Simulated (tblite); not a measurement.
Species: C5H11FSi.
Geometry (GFN2-xTB, Å), atoms numbered from 1 in this order:
```
atom  x, y, z in Å
C1     2.062    0.399   -0.405
C2     1.011   -0.032    0.618
C3    -0.405   -0.016    0.069
C4    -0.921    1.365   -0.242
F5    -1.086    2.101    0.915
C6    -0.739   -1.076   -0.994
Si7   -1.662   -1.324    0.629
H8     1.963    1.453   -0.651
H9     3.061    0.241   -0.004
H10    1.964   -0.179   -1.322
H11    1.062    0.628    1.487
H12    1.244   -1.044    0.956
H13   -1.904    1.326   -0.722
H14   -0.232    1.941   -0.872
H15   -1.253   -0.718   -1.876
H16    0.075   -1.738   -1.257
H17   -1.186   -2.365    1.519
H18   -3.063   -0.954    0.680
```

Level: GFN2-xTB in tblite, geometry and Hessian alike; calculated harmonic values, unscaled, isolated species. The method is semi-empirical: single wavenumbers can be off by several per cent or more. Modes of hydrogen on silicon can be 10 to 20 % off. One conformer, not necessarily the lowest.

Harmonic wavenumbers (cm⁻¹): 52.4, 102.6, 162.5, 185.8, 237.3, 277.6, 314.8, 358.3, 437.2, 470.3, 509.3, 534.8, 648.3, 726.9, 737.7, 751.5, 819.9, 856.6, 934.5, 972.3, 1012.1, 1031.7, 1045.1, 1058.4, 1091.1, 1193.8, 1224.8, 1256.2, 1291.7, 1323.4, 1346.9, 1410.6, 1438.8, 1455.3, 1488.6, 1500.9, 1511.2, 2370.2, 2380.8, 2916.9, 2943.8, 2963.0, 2977.0, 3029.9, 3032.1, 3042.1, 3054.2, 3065.2.

A = 2352, B = 1855, C = 1285 MHz; mass 118.061 u (most abundant isotopes); point group C1, symmetry number 1.

Task: Zero-point energy?

Result: Half the sum of the wavenumbers: 31773 cm⁻¹ = 90.84 kcal/mol.

Task: Entropy at 298.15 K, 1 bar (ideal gas, RRHO, classical rotation)?

Result: Translation 40.24, rotation 28.44, vibration 23.95: S = 92.6 cal/(mol K).

Task: And Cp and H(298.15 K) − H(0)?

Result: Cp = 35.82 cal/(mol K), of which vibrations give 27.87 (their classical limit is 48 R = 95.4); H(298.15 K) − H(0) = 6.34 kcal/mol without the zero-point energy, 3.97 from vibrations.

Task: Which modes carry the vibrational entropy at 298.15 K?

Result: 52.4 cm⁻¹: 4.72; 102.6 cm⁻¹: 3.40; 162.5 cm⁻¹: 2.52; 185.8 cm⁻¹: 2.27; 237.3 cm⁻¹: 1.82; 277.6 cm⁻¹: 1.55 cal/(mol K); the other 42 give 7.66 together.

Task: How do the functions run with temperature in this model?

Result: 
| T (K) | S (cal/(mol K)) | Cp (cal/(mol K)) | H − H(0) (kcal/mol) | G − H(0) (kcal/mol) | ln q(vib) |
| --- | --- | --- | --- | --- | --- |
| 150 | 73.6 | 21.4 | 2.11 | -8.92 | 2.13 |
| 250 | 86.7 | 31.1 | 4.73 | -16.96 | 4.27 |
| 400 | 104.5 | 45.3 | 10.48 | -31.32 | 7.66 |
| 600 | 125.8 | 59.9 | 21.09 | -54.40 | 12.26 |
| 900 | 153.0 | 74.0 | 41.34 | -96.35 | 18.89 |

q(vib) and H(0) count from the zero-point level.

Task: What must be added to the electronic energy to get the Gibbs energy at 298.15 K and 1 bar?

Result: ZPE + [H(298.15 K) − H(0)] − T·S = 90.84 + 6.34 − 27.62 = 69.56 kcal/mol.

Hindered rotation and anharmonicity are outside this model. Other conformers, if any are populated, would add a mixing term that is left out. The structure is chiral; the term R ln 2 for an equal mix with its mirror image is left out.
